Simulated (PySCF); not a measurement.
Identify the compound

An unknown has the formula C₉H₁₆O. Its calculated NMR data are:

¹H NMR (300 MHz, computed): δ 6.60 (d, 1H), 4.82 (m, 1H), 4.34 (m, 1H), 4.01 (m, 1H), 2.05 (m, 1H), 1.63 (m, 1H), 1.50 (m, 1H), 0.93 (s, 9H).

¹³C{¹H} NMR (computed): δ 152.7, 107.5, 68.5, 44.8, 34.2, 28.3 (3C), 28.0.

Theoretical values (PySCF): GFN2-xTB geometry, NMR shieldings at PBE0/pcSseg-1/GIAO. In vacuum, one averaged value for each set of equivalent atoms, one computed conformer, non-relativistic.

References, each an isolated molecule treated in the same way: ¹H (σ = 31.72 ppm), ¹³C (σ = 186.93 ppm) against TMS.

Which candidate is it?
A. CC(C)(C)[C@H]1C=COCC1
B. CC1CC(=COC(C)C)C1
C. CO[C@@H]1C[C@H]2C[C@@H]1[C@H](C)C2
D. C=CC1(CO)CCCCC1
E. CCO[C@H]1C[C@H]2C[C@H](C2)C1
F. C[C@@H]1CC2(CC[C@H]1O)CC2

Answers

A. 

The formula gives 2 degrees of unsaturation (1 ring in the answer). 7 carbon signals for 9 carbons: some carbons are equivalent by symmetry or fast rotation. Carbon types of the structure: 1 × C, 3 × CH, 2 × CH2, 3 × CH3, which accounts for all hydrogens. δC 152.7: alkene carbon bearing oxygen; an sp2 carbon further deshielded by the attached heteroatom. δC 107.5: β carbon of an enol-ether or enamine type C=C; the O or N lone pair pushes π density onto this β carbon and shields it. δC 68.5: sp3 CH2 bonded to O; the inductive effect lowers its shielding. δH 4.82: hydrogen on a β carbon of an enol-ether or enamine type C=C; lone-pair donation from O or N shields it, upfield of ordinary alkene protons. δH 4.34, 4.01: hydrogen on an sp3 CH2 bonded to O; its carbon carries O, which withdraws density.

The others: CO[C@@H]1C[C@H]2C[C@@H]1[C@H](C)C2 would give 9 carbon signals, not 7; CC1CC(=COC(C)C)C1 would give 8 carbon signals, not 7; C=CC1(CO)CCCCC1 would give 10 signals for carbon-bound and other non-exchanging H, not 8; C[C@@H]1CC2(CC[C@H]1O)CC2 would give 9 carbon signals, not 7; CCO[C@H]1C[C@H]2C[C@H](C2)C1 would give 10 signals for carbon-bound and other non-exchanging H, not 8.

Shifts are as computed. Against solution values, carbons near 30 ppm lie about +3 ppm off and those near 130 ppm about +5 ppm. Of 1211 compounds with measured shifts, 218 miss one by over three times the rms of a fit or turn the order of signals round; such compounds aren't used in these exercises. No couplings were computed; multiplicities are counted from neighbouring protons, with m where these are inequivalent, close in shift, in a saturated or five-membered ring or joined by F or P, and br s for small geminal =CH2 splittings.
